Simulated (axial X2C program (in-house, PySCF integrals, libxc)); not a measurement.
# Worked dissociation energy of RbP: M06, spin-free

Calculated with an axial X2C code built on PySCF integrals. Spin-free means the one-electron spin-free X2C Hamiltonian. Basis: Rb dyall-cv3z [12s13p8d4f1g], P dyall-v3z [8s7p2d1f] (cores contracted in-house); Gaussian nuclei, density fitting, unrestricted open shells. Masses: Rb 84.912 u, P 30.974 u.

Molecular state: M_S = 1, Λ = 0 (beyond evenly filled blocks: π+α, π-α).

```
E(Rb) (2M_S = 1, M_L = 0) : -2981.018248 hartree
E(P) (2M_S = 3, M_L = 0)  : -342.080302 hartree
E(RbP) at Re              : -3323.156202 hartree
ωe                        : 183.4 cm⁻¹
ωexe                      : 0.663 cm⁻¹
```

(1) Work out De and D0.

The state is one determinant whose occupation by symmetry is held fixed; it was picked as the lowest of a PBE0 search that is not exhaustive. Dissociation energies refer to the lowest single-determinant-based atoms at the same level and basis. Other states lie close and PBE0, whose exact exchange favours high spin, may order them wrongly; the determinant shown need not be the ground state. The nearest other spin-free determinant of the search, M_S = 1, Λ = 1, lies 0.44 eV up at the distance of the search.

Each atomic determinant is the lowest at this level and need not be a pure term. Totals compare only within one Hamiltonian and basis.

Answers

(1) De = -2981.018248 + (-342.080302) − (-3323.156202) = 0.05765 hartree = 1.569 eV. The zero-point energy is ωe/2 − ωexe/4 = 92 cm⁻¹ = 0.011 eV, so D0 = 1.557 eV.
